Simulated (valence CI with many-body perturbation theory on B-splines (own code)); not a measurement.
**E1 line list for Sn⁴⁴⁺**

Method: valence CI with perturbative core correlation (CI+MBPT): four valence electrons over a frozen Dirac-Fock core [He], radial functions for each j: 11 s, 11 p, 9 d, 7 f, 5 g, 2 h, 1 i, with the one-electron correlation potential Σ1 (screened to all orders), the two-electron term Σ2, the three-electron term Σ3, Breit, model QED; selected single and double excitations, second order for the rest (own B-spline code, finite nucleus).

The last digits are not significant, and no measured levels were compared; by estimate large intervals hold to a few tenths of a per cent, small ones and those within an open d or f shell to about a per cent. Among the levels kept, up to 270 cm⁻¹ of a level comes from second order outside the variational space, and about a tenth of that is noise between levels of different J, which matters for small intervals.

Lines 201 to 250 of 257 in falling wavelength, among levels below 4866.9 eV, chosen from the strongest by gf and those to the six lowest levels. Wavelengths and rates use the calculated energies. Electric multipoles are in the length gauge, E1 and E2 with the static RPA response of the core. Weak lines are less certain than strong ones. Lines between different terms over intervals too small for the method are left out, as are lines whose strength nearly cancels. Where a level lies close to another of its J and parity, the split of strength between their lines is uncertain. The highest levels of a list are the least certain.

Levels are named by their leading jj configuration (3d3/2^4 stands for four electrons in 3d with j = 3/2), which in mixed levels can hold well under half, so a name can repeat and another be missing. Letters in brackets count levels of one name in rising energy.

```
λ vac (Å)                           Upper                   Lower   A (s⁻¹)  log gf  Branch %
    2.818  (2s 2p1/2 2p3/2 3d3/2) J=1 [c]  (2s 2p1/2^2 2p3/2) J=1  4.93e+12   -1.75       6.0
    2.815  (2s 2p1/2 2p3/2 3d3/2) J=3 [b]  (2s 2p1/2^2 2p3/2) J=2  1.25e+14    0.02      49.5
    2.814  (2s 2p1/2 2p3/2 3p1/2) J=2 [a]  (2s^2 2p1/2 2p3/2) J=2  3.07e+12   -1.74       3.6
    2.813  (2s 2p1/2 2p3/2 3d3/2) J=2 [d]  (2s 2p1/2^2 2p3/2) J=1  3.93e+14    0.37      90.9
    2.810  (2s 2p1/2 2p3/2 3p1/2) J=1 [a]  (2s^2 2p1/2 2p3/2) J=1  2.85e+13   -1.00      82.2
    2.809  (2s 2p1/2 2p3/2 3d3/2) J=2 [b]  (2s 2p1/2^2 2p3/2) J=2  3.34e+14    0.30      86.9
    2.807  (2s 2p1/2 2p3/2 3d3/2) J=1 [b]  (2s 2p1/2^2 2p3/2) J=2  2.31e+14   -0.09      71.1
    2.807  (2s 2p1/2 2p3/2 3d5/2) J=3 [a]  (2s 2p1/2^2 2p3/2) J=2  1.31e+14    0.03      32.7
    2.807  (2s 2p1/2 2p3/2 3d5/2) J=1 [a]  (2s 2p1/2^2 2p3/2) J=2  1.78e+14   -0.20      53.8
    2.805  (2s 2p1/2 2p3/2 3p1/2) J=2 [a]  (2s^2 2p1/2 2p3/2) J=1  8.08e+13   -0.32      95.8
    2.803          (2s^2 2p3/2 3d3/2) J=2  (2s^2 2p1/2 2p3/2) J=2  1.45e+14   -0.07      57.6
    2.803  (2s 2p1/2 2p3/2 3p1/2) J=3 [a]  (2s^2 2p1/2 2p3/2) J=2  3.00e+14    0.39      99.6
    2.802          (2s^2 2p1/2 3d3/2) J=1      (2s^2 2p1/2^2) J=0  4.16e+14    0.17      92.1
    2.798          (2s^2 2p3/2 3d3/2) J=1  (2s^2 2p1/2 2p3/2) J=2  5.85e+13   -0.69      16.5
    2.796  (2s 2p1/2 2p3/2 3p1/2) J=3 [b]  (2s^2 2p1/2 2p3/2) J=2  3.01e+13   -0.61      89.4
    2.796  (2s 2p1/2 2p3/2 3d5/2) J=3 [b]  (2s 2p1/2^2 2p3/2) J=2  6.45e+12   -1.28       2.4
    2.794          (2s^2 2p3/2 3d3/2) J=2  (2s^2 2p1/2 2p3/2) J=1  1.03e+14   -0.22      40.9
    2.791          (2s 2p1/2^2 3p1/2) J=1      (2s^2 2p1/2^2) J=0  4.07e+12   -1.85      16.6
    2.789          (2s^2 2p3/2 3d5/2) J=2  (2s^2 2p1/2 2p3/2) J=2  1.57e+13   -1.04       6.2
    2.789          (2s^2 2p3/2 3d3/2) J=1  (2s^2 2p1/2 2p3/2) J=1  2.25e+14   -0.10      63.3
    2.788          (2s^2 2p3/2 3d3/2) J=0  (2s^2 2p1/2 2p3/2) J=1  2.93e+14   -0.47     100.0
    2.787  (2s 2p1/2 2p3/2 3d3/2) J=3 [c]  (2s 2p1/2^2 2p3/2) J=2  3.47e+12   -1.55      10.0
    2.786  (2s 2p1/2 2p3/2 3p1/2) J=2 [b]  (2s^2 2p1/2 2p3/2) J=2  2.49e+13   -0.84      66.0
    2.781          (2s^2 2p3/2 3d5/2) J=3  (2s^2 2p1/2 2p3/2) J=2  2.14e+13   -0.76       4.2
    2.780          (2s^2 2p3/2 3d5/2) J=2  (2s^2 2p1/2 2p3/2) J=1  4.35e+12   -1.60       1.7
    2.777  (2s 2p1/2 2p3/2 3p1/2) J=2 [b]  (2s^2 2p1/2 2p3/2) J=1  1.20e+13   -1.16      31.9
    2.777  (2s 2p1/2 2p3/2 3d3/2) J=2 [d]  (2s 2p1/2^2 2p3/2) J=2  2.92e+12   -1.77       0.7
    2.776             (2s 2p3/2^2 3s) J=3  (2s 2p1/2^2 2p3/2) J=2  6.77e+11   -2.26       2.0
    2.773  (2s 2p1/2 2p3/2 3p3/2) J=3 [a]  (2s^2 2p1/2 2p3/2) J=2  5.43e+12   -1.36      39.5
    2.771  (2s 2p1/2 2p3/2 3p1/2) J=1 [b]  (2s^2 2p1/2 2p3/2) J=2  1.05e+13   -1.44      71.0
    2.771  (2s 2p1/2 2p3/2 3p1/2) J=2 [c]  (2s^2 2p1/2 2p3/2) J=2  2.41e+13   -0.86      79.7
    2.768          (2s^2 2p3/2 3d5/2) J=1  (2s^2 2p1/2 2p3/2) J=1  4.10e+12   -1.85       1.2
    2.763  (2s 2p1/2 2p3/2 3p3/2) J=2 [a]  (2s^2 2p1/2 2p3/2) J=2  5.98e+12   -1.47       7.8
    2.762      (2s 2p1/2 2p3/2 3p1/2) J=0  (2s^2 2p1/2 2p3/2) J=1  1.45e+13   -1.78      94.8
    2.761  (2s 2p1/2 2p3/2 3p1/2) J=2 [c]  (2s^2 2p1/2 2p3/2) J=1  2.25e+12   -1.89       7.4
    2.759  (2s 2p1/2 2p3/2 3p3/2) J=1 [a]  (2s^2 2p1/2 2p3/2) J=1  9.43e+13   -0.49      94.6
    2.754  (2s 2p1/2 2p3/2 3p3/2) J=2 [a]  (2s^2 2p1/2 2p3/2) J=1  6.90e+13   -0.41      90.5
    2.754  (2s 2p1/2 2p3/2 3p1/2) J=1 [c]  (2s^2 2p1/2 2p3/2) J=2  3.30e+13   -0.95      79.6
    2.751  (2s 2p1/2 2p3/2 3p3/2) J=2 [b]  (2s^2 2p1/2 2p3/2) J=2  6.38e+13   -0.44      90.9
    2.748  (2s 2p1/2 2p3/2 3p3/2) J=0 [a]  (2s^2 2p1/2 2p3/2) J=1  1.39e+14   -0.80      99.4
    2.746  (2s 2p1/2 2p3/2 3p3/2) J=1 [b]  (2s^2 2p1/2 2p3/2) J=2  1.22e+14   -0.38      94.6
    2.745  (2s 2p1/2 2p3/2 3p1/2) J=1 [c]  (2s^2 2p1/2 2p3/2) J=1  6.26e+12   -1.67      15.1
    2.744  (2s 2p1/2 2p3/2 3p3/2) J=3 [b]  (2s^2 2p1/2 2p3/2) J=2  6.78e+13   -0.27      96.5
    2.742  (2s 2p1/2 2p3/2 3p3/2) J=2 [b]  (2s^2 2p1/2 2p3/2) J=1  4.23e+12   -1.62       6.0
    2.742          (2s 2p1/2^2 3p3/2) J=1      (2s^2 2p1/2^2) J=0  1.14e+14   -0.41      99.2
    2.737  (2s 2p1/2 2p3/2 3p3/2) J=1 [b]  (2s^2 2p1/2 2p3/2) J=1  4.10e+12   -1.86       3.2
    2.726  (2s 2p1/2 2p3/2 3p3/2) J=2 [c]  (2s^2 2p1/2 2p3/2) J=2  8.65e+12   -1.32      20.5
    2.724  (2s 2p1/2 2p3/2 3p3/2) J=3 [c]  (2s^2 2p1/2 2p3/2) J=2  4.14e+13   -0.49      92.4
    2.719  (2s 2p1/2 2p3/2 3p3/2) J=1 [c]  (2s^2 2p1/2 2p3/2) J=2  2.45e+12   -2.09       5.4
    2.718  (2s 2p1/2 2p3/2 3p3/2) J=2 [d]  (2s^2 2p1/2 2p3/2) J=2  3.22e+13   -0.75      72.8
```
